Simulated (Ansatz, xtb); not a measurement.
## Two isomers of CH5GeO−

We compare a, `[CH3][GeH-][OH]`, a singlet, with b, `[CH3][GeH2][O-]`, a singlet. Both are isolated ions in the gas phase, relaxed with PBE-D3(BJ)/def2-SVPD; the shapes shown needn't be the lowest conformers.

a (Å):

```yaml
atoms:
  - { symbol: C, position_ang: [-0.3342, -1.8877, 0.6107] }
  - { symbol: Ge, position_ang: [-1.9056, -0.5331, 0.7850] }
  - { symbol: O, position_ang: [-3.3152, -1.8485, 1.0825] }
  - { symbol: H, position_ang: [-0.0316, -2.2640, 1.6111] }
  - { symbol: H, position_ang: [-0.5932, -2.7653, -0.0227] }
  - { symbol: H, position_ang: [0.5493, -1.3893, 0.1519] }
  - { symbol: H, position_ang: [-2.0850, -0.4555, -0.8587] }
  - { symbol: H, position_ang: [-3.2588, -2.4967, 0.3590] }
```

b (Å):

```xyz
8

C    -0.4004    0.3707    0.4376
Ge    0.3096   -1.5181    0.4218
O    -0.8640   -2.7458    0.1344
H    -0.8695    0.6082   -0.5386
H     0.4135    1.1022    0.6301
H    -1.1716    0.4796    1.2269
H     1.5093   -1.4287   -0.6408
H     1.0919   -1.6061    1.8207
```

Energies in hartree; the thermal terms are from PBE-D3(BJ)/def2-SVPD harmonic frequencies (ideal gas, rigid rotor, one conformer each, 298.15 K, 1 atm) and include the zero-point energy:

```
                                a            b
E, CCSD(T)/def2-SVPD  −2191.322586  −2191.315206
    E, MP2/def2-SVPD  −2191.277949  −2191.275886
  E, MP2/def2-TZVPPD  −2191.770115  −2191.768421
   zero-point energy      0.052395      0.050561
        H(298 K) − E      0.059123      0.056735
        G(298 K) − E      0.023536      0.022352
```

Question: Correct the CCSD(T) difference for the basis set by the MP2 change, then work out ΔE, ΔE₀, ΔH and ΔG for a → b in kJ/mol (1 Eh = 2625.50 kJ/mol) and the equilibrium ratio [b]/[a].

Answer: 1. Differences b − a: CCSD(T) +0.007380, MP2 in the small set +0.002063, MP2 in the large set +0.001694 Eh.
2. ΔE = +0.007380 + (+0.001694 − (+0.002063)) = +0.007011 Eh = +18.41 kJ/mol.
3. ΔE₀ = ΔE + ΔZPE = +0.007011 + (−0.001834) Eh = +13.59 kJ/mol.
4. ΔH = ΔE + (−0.002388) Eh = +12.14 kJ/mol.
5. ΔG = ΔE + (−0.001184) Eh = +15.30 kJ/mol, so ΔS = (ΔH − ΔG)/T = −10.6 J/(mol K).
6. kT = 0.9442 mEh, so K = [b]/[a] = exp(−ΔG/kT) = exp(−6.17) ≈ 0.0021.

Structure a is favoured at this temperature. An error of 4 kJ/mol in ΔG would change K by a factor of 5. Mirror images and further conformers aren't counted.

As drawn, b has 1 Ge–H in place of 1 O–H.

Other levels gave ΔE = +27.3 (PBE-D3(BJ)/def2-SVPD); +33.2 (HF/def2-SVPD); +5.4 (MP2/def2-SVPD); +19.4 (CCSD(T)/def2-SVPD) kJ/mol. The correlated steps freeze 11 core orbitals; the filled d shell of Ge is correlated, in a basis made for valence electrons. Programs: Ansatz 0.2.0.
